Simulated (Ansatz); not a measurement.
Mulliken charges of CH₅FO₂Si (`OC(O)(F)[SiH3]`) from r2SCAN/def2-TZVPP in Ansatz (PBE0-D4/def2-TZVP geometry).

```csv
atom,x (Å),y (Å),z (Å),charge (e)
O1,-0.027,1.389,-0.801,-0.319
C2,-0.324,0.077,-0.522,0.337
O3,0.272,-0.794,-1.430,-0.311
F4,-1.668,-0.138,-0.715,-0.209
Si5,0.118,-0.292,1.318,0.267
H6,-0.238,1.547,-1.732,0.198
H7,1.224,-0.656,-1.388,0.211
H8,-0.368,-1.656,1.633,-0.051
H9,-0.505,0.715,2.208,-0.054
H10,1.599,-0.242,1.432,-0.068
```

Task: By hand: the dipole of these point charges (1 e Å = 4.8032 D).

Result: Σ q r = (0.343, 0.011, 0.090) e Å, of length 0.355 e Å = 1.71 D.

Task: How does the dipole of the full density compare? (Best estimate.)

Result: Ansatz gave: (0.388, 0.090, -0.053) e Å, 1.93 D; the point charges give 0.89 times that, at 25° from its direction.

Point charges leave out the atoms' own dipoles, such as those of lone pairs, and Mulliken's split depends on the basis, so the two needn't agree.
